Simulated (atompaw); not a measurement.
**tantalum: one change to a PAW (atompaw) potential, before and after**

atompaw 4.2.0.5 input, output lines left out:

```
Ta 73
GGA-PBE scalarrelativistic loggrid 2001 logderivrange -3 5 201
6 6 5 4 0 0
6 0 1.5
6 1 0
5 2 3
0 0 0
c
c
c
c
c
v
c
c
c
c
v
c
c
v
c
2
3.00 2.20 2.85 2.45
y
0.45
n
y
0.1
n
y
1.9
n
custom rrkj vanderbiltortho besselshape
bessel
3.00
2.50
3.00
3.00
2.05
3.00
```

Change: core [Kr] 4d10 4f14, valence charge 13; reference 5s2 5p6 5d2 6s0 6p0; waves now 5s (bound): rc 1.75 bohr; 6s (bound): rc 1.95 bohr; 5p (bound): rc 1.50 bohr; 6p (bound): rc 2.45 bohr; 5d (bound): rc 2.45 bohr; 5d channel at -1.7 Ry: rc 2.45 bohr; local potential bessel scheme, radius 2.15 bohr; core correction smooth core density matched at 1.50 bohr; augmentation besselshape compensation charge, radius 1.95 bohr; PAW radius 2.45 bohr; waves and projectors: custom rrkj vanderbiltortho.

Cutoffs: the cutoffs (Ry, on a coarse ladder) from which the occupation-weighted sum of valence levels, in a spherical-Bessel basis at the reference potential, stays within 10 and 1 mRy of its value at 400 Ry; they do not see the model core or the augmentation charge, which bear on the density cutoff.

Question: What does the change do?

Answer: The potential gets harder (21 Ry and 30 Ry → 35 Ry and 70 Ry); neither file shows a bound ghost. The added semicore shells are compact, so their waves need more plane waves. Several settings change at once here, so the effects cannot be laid on one of them.

| quantity | base | changed |
| --- | --- | --- |
| cutoff, loose | 21 Ry | 35 Ry |
| cutoff, tight | 30 Ry | 70 Ry |
| bound ghosts | none | none |
| lowest overlap eigenvalue by channel | s 0.27, p 0.60, d 0.63 | s 0.12, p 0.50, d 0.93 |

 The cutoffs see the waves, projectors and local potential, not the compensation charge or the core.
